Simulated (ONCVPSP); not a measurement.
# What one change does to a pseudopotential (Os, ONCV)

```
Element                 : osmium (Os)
Generator               : ONCVPSP 4.0.1
Type                    : optimised norm-conserving Vanderbilt (ONCV)
Functional              : PBE
Relativity              : scalar-relativistic
Frozen core             : [Kr] 4d10
Valence charge          : 30
Reference configuration : 4f14 5s2 5p6 5d6 6s0.5 (charge +1.5)
Partial waves           : 5s+6s: rc 1.90 bohr, ncon 4, nbas 7, qcut 7.7 1/bohr, 2 projectors; 5p: rc 1.90 bohr, ncon 3, nbas 7, qcut 7 1/bohr, 2 projectors, debl 2.2 Ha; 5d: rc 2.00 bohr, ncon 4, nbas 8, qcut 7.4 1/bohr, 2 projectors, debl 2.1 Ha; 4f: rc 0.75 bohr, ncon 3, nbas 7, qcut 25.8 1/bohr, 3 projectors, debl 1.7 Ha
Local potential         : polynomial inside 0.60 bohr (lpopt 3, dvloc0 0 Ha)
Core correction         : Teter function, fcfact 1.75, rcfact 1.3
```

In the p channel the program set the typed energies aside and used -2.328, 0.250 Ha. In the f channel the program set the typed energies aside and used -2.368, 0.250, 1.950 Ha.

All-electron outer shells of the reference configuration (PBE, scalar-relativistic, ld1.x):

```json
{"shell": "4d", "level (eV)": "-285.32", "outermost node (bohr)": "0.21", "outermost maximum (bohr)": "0.44"}
{"shell": "5s", "level (eV)": "-104.03", "outermost node (bohr)": "0.51", "outermost maximum (bohr)": "0.91"}
{"shell": "4f", "level (eV)": "-64.44", "outermost node (bohr)": "–", "outermost maximum (bohr)": "0.40"}
{"shell": "5p", "level (eV)": "-63.36", "outermost node (bohr)": "0.55", "outermost maximum (bohr)": "1.03"}
{"shell": "5d", "level (eV)": "-18.43", "outermost node (bohr)": "0.60", "outermost maximum (bohr)": "1.34"}
{"shell": "6s", "level (eV)": "-16.90", "outermost node (bohr)": "1.20", "outermost maximum (bohr)": "2.36"}
```

Change: all radii but the core radius scaled by about 0.77 (s 1.46, p 1.46, d 1.54, f 0.58 bohr); local potential polynomial inside 0.46 bohr (lpopt 3, dvloc0 0 Ha).

Cutoffs: the cutoffs (Ha) at which the residual kinetic energy of the hardest occupied pseudo-wave falls to 1 and 0.1 mHa per electron; they do not see the model core or the augmentation charge, which bear on the density cutoff. Errors are all-electron minus pseudo energies relative to the spin-unpolarised reference configuration.

Question: What does the change do?

Answer: The potential gets harder (261 Ha and 286 Ha → 307 Ha and 422 Ha); the bound ghosts move from p, s to d, p, s; of the 4 tests that both files solve, the error grows in 2 and shrinks in 2 by more than 15 % and 0.3 meV (median size 2.9 → 2.7 meV). A smaller radius makes the pseudo-wave follow the all-electron one further in, where it bends more sharply, so more plane waves are needed.

| quantity | base | changed |
| --- | --- | --- |
| cutoff, loose | 261 Ha | 307 Ha |
| cutoff, tight | 286 Ha | 422 Ha |
| loose cutoff by channel | s 18 Ha, p 13 Ha, d 17 Ha, f 261 Ha | s 25 Ha, p 19 Ha, d 17 Ha, f 307 Ha |
| bound ghosts | s, p | s, p, d |
| GHOST(+) flags under 300 eV | d at 208.8 eV | s at 199.4 eV |
| error for 4f14 5s2 5p6 5d6 6s2, meV [ΔE -17.08 eV] | +1.7 | +4.8 |
| error for 4f14 5s2 5p6 5d6 6s1, meV [ΔE -7.50 eV] | +1.9 | +2.4 |
| error for 4f14 5s2 5p6 5d6 6s0, meV [ΔE 9.41 eV] | -3.9 | -3.0 |
| error for 4f14 5s2 5p6 5d7 6s0, meV [ΔE -8.04 eV] | -4.8 | +0.1 |
| rms error of d²Exc/dni dnj with the model core, mHa | 4.28 | 3.86 |

 A true bound ghost makes a file unfit for plane-wave use even where its test errors are small: the radial tests pick states by their node count and pass the ghost by.
